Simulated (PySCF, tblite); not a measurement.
Calculations on `c1(C)cc(cc[c]1)C#C` [radical], in the order of a workflow; each names the level of the geometry that it ran on. Settings lines and outputs come from a driver script.

Compound: C9H7 (doublet state).
SMILES with atom numbers: `[CH:1]#[C:2][c:3]1[cH:4][cH:5][c:6][c:7]([CH3:8])[cH:9]1` (hydrogens: H10 on C1; H11 on C4; H12 on C5; H13, H14, H15 on C8; H16 on C9)

Step 1: GFN2-xTB geometry optimisation, gas phase (tblite 0.8.0) (from a force-field or distance-geometry start)
```json
{"job": {"kind": "relax", "xc": "GFN2-xTB", "basis": "xTB"}, "charge": 0, "multiplicity": 2}
```
```
step      E/eV     max force
  0    -616.45896    2.283
  1    -616.46941    4.772
  2    -616.55324    1.239
...
 18    -616.59208    0.013
 19    -616.59211    0.012
 20    -616.59212    0.010
 21    -616.59214    0.010
 22    -616.59215    0.008
```

Energy lowered by 3.1 kcal/mol over 22 steps; largest atomic force 0.008 eV/Å at the end. «max force» is the largest atomic force in eV/Å.

Hardware: an Arm Neoverse V1 with one thread, shared host. Cost: 0.15 s of wall time.

Step 2: GFN2-xTB harmonic vibrations, gas phase (tblite 0.8.0) (on the GFN2-xTB geometry)
```json
{"job": {"kind": "ir", "xc": "GFN2-xTB", "basis": "xTB"}, "charge": 0, "multiplicity": 2}
```
```
(table of modes left out)
```

42 modes from -38 to 3394 cm⁻¹ (unscaled, harmonic, a negative number standing for an imaginary wavenumber); zero-point energy 75.4 kcal/mol from the real modes; the lowest is imaginary at this level.

Time: 0.54 s of wall time. Hardware: an Arm Neoverse V1 with one thread (shared host).

Step 3: UKS B3LYP, pcH-1 on C H, non-relativistic, mean-field spin-orbit, GIAO (PySCF 2.14.0) (on the GFN2-xTB geometry)
```json
{"job": {"kind": "epr", "basis": "pcH-1"}, "charge": 0, "multiplicity": 2}
```
```
...
E = -347.04904600 Eh   <S^2> = 0.7576 (exact 0.7500)
g shifts (ppm)      1          2          3
  rmc          -163       -163       -163
  gc             30         13        -19
  oz_so        -608        -41        853
  total        -742       -192        671
hyperfine (MHz)  atom isotope    a_iso     a_fc   dipolar eigenvalues
    0   13C      -1.64      -1.64     -2.63      0.87      1.77
    1   13C       5.44       5.44     -0.37     -0.32      0.69
    2   13C      -6.94      -6.94     -6.31      2.21      4.10
    3   13C      48.95      48.95     -6.52     -1.83      8.35
    4   13C      15.40      15.40    -13.77     -2.22     15.98
    5   13C     393.02     393.02    -79.33    -61.82    141.15
    6   13C      15.78      15.78    -14.03     -2.24     16.28
    7   13C      27.25      27.25     -2.86     -2.59      5.45
    8   13C      42.82      42.82     -6.12     -1.65      7.77
    9    1H       1.40       1.40     -0.27     -0.07      0.34
   10    1H      13.53      13.53     -3.12     -2.36      5.48
   11    1H      57.64      57.64     -6.94     -5.72     12.66
   12    1H      -5.60      -5.60     -2.82     -2.31      5.13
   13    1H      -1.78      -1.78     -2.32     -1.88      4.20
   14    1H      -2.71      -2.71     -5.30     -3.03      8.33
...
```

⟨S²⟩ 0.758; g_iso 2.0022. rmc, gc and oz_so are the mass-correction, gauge-correction and orbital-Zeeman/spin–orbit parts of the g shift along its three principal axes; a_iso is the isotropic hyperfine coupling and a_fc its Fermi-contact part. The log counts atoms from 0, this text from 1.

On one thread of an Arm Neoverse V1, shared host, this took 1.8 min wall (grids of density and orbitals included) and 1.1 GiB of memory at its peak.

Geometry of the electronic-property runs (GFN2-xTB):
```
atom  x, y, z in Å
C1     3.3987   -0.7123    1.0377
C2     2.3502   -0.3798    0.5574
C3     1.1140    0.0179   -0.0116
C4     1.1054    0.8443   -1.1341
C5    -0.1122    1.2303   -1.6846
C6    -1.2491    0.7735   -1.0882
C7    -1.3093   -0.0404    0.0116
C8    -2.5993   -0.4909    0.6258
C9    -0.0813   -0.4203    0.5547
H10    4.3151   -1.0035    1.4574
H11    2.0359    1.1795   -1.5691
H12   -0.1399    1.8698   -2.5545
H13   -2.8524    0.1509    1.4701
H14   -2.5167   -1.5124    0.9907
H15   -3.4080   -0.4336   -0.0983
H16   -0.0585   -1.0640    1.4236
```

 GFN2-xTB frequencies show an imaginary mode (38i cm⁻¹), so this geometry is no minimum at that level. (This holds for the electronic-property runs.)
